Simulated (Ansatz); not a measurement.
ClH3Si (SMILES [SiH3]Cl) moved off its minimum; all values from Ansatz (a quantum-chemistry and plane-wave program), cores frozen in correlated methods.
(charge 0, multiplicity 1)
```xyz
5

Si    -0.98518     0.02397     0.02566
Cl     0.96363     0.10681     0.07412
H     -1.48439    -0.92561    -1.14881
H     -1.41735     1.30383    -0.40473
H     -1.55430    -0.30641     1.22675
```

```tsv
level	largest force (eV/Å)	on atom	rms difference from CCSD(T)/aug-cc-pV(T+d)Z (eV/Å)	dipole (D)
HF/def2-TZVPP	4.34	Si1	0.087	0.90
PBE/def2-TZVPP	3.92	Si1	0.145	0.70
r2SCAN/def2-TZVPP	3.97	Si1	0.113	0.74
B3LYP/def2-TZVPP	4.06	Si1	0.026	0.77
wB97M-V/def2-TZVPP	4.07	Si1	0.067	0.76
MP2/aug-cc-pV(T+d)Z	4.19	Si1	0.055	0.79
CCSD(T)/aug-cc-pV(T+d)Z	4.12	Si1	0.000	0.78
```

The differences count from one level among others, with limits of its own. Forces at CCSD(T)/aug-cc-pV(T+d)Z (eV/Å):

```json
[
 {"atom": "Si1", "Fx": "-1.793", "Fy": "-1.022", "Fz": "-3.570"},
 {"atom": "Cl2", "Fx": "2.599", "Fy": "-0.121", "Fz": "0.225"},
 {"atom": "H3", "Fx": "0.575", "Fy": "0.663", "Fz": "1.320"},
 {"atom": "H4", "Fx": "-0.497", "Fy": "1.207", "Fz": "-0.169"},
 {"atom": "H5", "Fx": "-0.883", "Fy": "-0.727", "Fz": "2.194"}
]
```
